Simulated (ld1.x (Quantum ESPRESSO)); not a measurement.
# Dy: excitation energies, all-electron against TM semilocal

- Element: Dy (Z = 66)
- Generator: ld1.x (Quantum ESPRESSO) 7.5
- Type: norm-conserving Troullier–Martins (semilocal form)
- Functional: PBE
- Relativity: scalar-relativistic
- Frozen core: [Kr] 4d10 4f9
- Valence charge: 11
- Reference configuration: 5s2 5p6 5d1 6s0.5 6p0 (charge +1.5)
- Partial waves: 5s (bound): rc 2.10 bohr; 5d (bound): rc 3.00 bohr; 5p (bound): rc 2.55 bohr
- Local potential: the p channel
- Core correction: none

Occupied shells without a wave of their own: 6s. They enter only through the test configuration that unscreens the potential.

Energies are relative to the spin-unpolarised reference configuration 5s2 5p6 5d1 6s0.5 6p0; without spin polarisation the order of configurations can differ from experiment. Not all tests gave a result: 2 of 7 tests not solved or not reliable. Left out of the table: 5s2 5p6 5d1 6s1 6p1 (solver errors, printed error -3.0 eV); 5s2 5p6 5d1 6s0 6p2 (solver errors, printed error -14.1 eV).

```tsv
valence configuration	charge	ΔE all-electron (eV)	error AE − PS (meV)
5s2 5p6 5d1 6s1 6p0	+1	-5.477	+759
5s2 5p6 5d1 6s0 6p1	+1	-1.719	-596
5s2 5p6 5d1.5 6s1.5 6p0	0	-11.299	+1119
```

What are ΔE and the potential's error for 5s2 5p6 5d1 6s2 6p0?

ΔE = -12.318 eV all-electron; the error (AE − PS) is +1747 meV.

What are ΔE and the potential's error for 5s2 5p6 5d1 6s0 6p0?

ΔE = 6.954 eV all-electron; the error (AE − PS) is -994 meV.

These tests converged, but a pseudo level misses the all-electron one widely, so the file describes the atom poorly there or has found another state: 5s2 5p6 5d1 6s0 6p0: empty 6s by 2.3 eV. The 6s level has no wave, so the channel is fitted at the deeper level alone: the likely source of the large errors.

The potential misses its own reference levels by up to 1.7 eV, so it is not fit for use.
